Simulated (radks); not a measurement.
The numbers below are computed, except where a source is named.
Isoelectronic series with 8 electrons, each ion in its NIST ground configuration. Code: a radial shooting solver on a logarithmic mesh with Libxc functionals. Model: Dirac Kohn-Sham, PBE, spin-unpolarised, spherical densities, finite nucleus; open shells fill j = l - 1/2 first; Fermi nuclear charge, rms radius of each element as measured or else 0.836 A^(1/3) + 0.57 fm. Total energies (hartree) and orbital eigenvalues (hartree):

| ion | configuration | E (hartree) | 2p3/2 | 2p1/2 | 2s1/2 | 1s1/2 |
|---|---|---|---|---|---|---|
| O | [He] 2s2 2p4 | -75.00272 | -0.33123 | -0.33257 | -0.88037 | -18.91363 |
| F+ | [He] 2s2 2p4 | -99.03362 | -1.03907 | -1.04181 | -1.74113 | -25.13919 |
| Ne2+ | [He] 2s2 2p4 | -126.60075 | -2.01250 | -2.01748 | -2.87073 | -32.39042 |
| Mg4+ | [He] 2s2 2p4 | -192.33462 | -4.72904 | -4.74223 | -5.90634 | -49.94125 |
| Al5+ | [He] 2s2 2p4 | -230.50609 | -6.46750 | -6.48735 | -7.80780 | -60.23755 |
| Si6+ | [He] 2s2 2p4 | -272.21993 | -8.45802 | -8.48677 | -9.96405 | -71.54801 |
| P7+ | [He] 2s2 2p4 | -317.48207 | -10.70010 | -10.74042 | -12.37501 | -83.87369 |
| S8+ | [He] 2s2 2p4 | -366.29927 | -13.19339 | -13.24848 | -15.04084 | -97.21610 |
| Ar10+ | [He] 2s2 2p4 | -474.62962 | -18.93294 | -19.02929 | -21.13873 | -126.9588 |
| K11+ | [He] 2s2 2p4 | -534.15996 | -22.17902 | -22.30307 | -24.57188 | -143.3637 |
| Ca12+ | [He] 2s2 2p4 | -597.27959 | -25.67595 | -25.83329 | -28.26209 | -160.7943 |
| Sc13+ | [He] 2s2 2p4 | -663.99872 | -29.42373 | -29.62069 | -32.21011 | -179.2535 |
| Ti14+ | [He] 2s2 2p4 | -734.32829 | -33.42243 | -33.66609 | -36.41682 | -198.7443 |
| V15+ | [He] 2s2 2p4 | -808.27984 | -37.67212 | -37.97035 | -40.88314 | -219.2701 |
| Cr16+ | [He] 2s2 2p4 | -885.86549 | -42.17290 | -42.53445 | -45.61007 | -240.8343 |
| Mn17+ | [He] 2s2 2p4 | -967.09812 | -46.92487 | -47.35940 | -50.59867 | -263.4405 |
| Fe18+ | [He] 2s2 2p4 | -1051.99133 | -51.92816 | -52.44629 | -55.85007 | -287.0927 |
| Co19+ | [He] 2s2 2p4 | -1140.55926 | -57.18292 | -57.79626 | -61.36548 | -311.7949 |
| Ni20+ | [He] 2s2 2p4 | -1232.81703 | -62.68929 | -63.41054 | -67.14616 | -337.5515 |
| Cu21+ | [He] 2s2 2p4 | -1328.77971 | -68.44746 | -69.29041 | -73.19342 | -364.3668 |
| Zn22+ | [He] 2s2 2p4 | -1428.46418 | -74.45760 | -75.43722 | -79.50869 | -392.2457 |

Estimate the row of Cl9+ ([He] 2s2 2p4).

Answer. E (hartree) -418.67903; 2p3/2 -15.93771; 2p1/2 -16.01128; 2s1/2 -17.96191; 1s1/2 -111.5771.
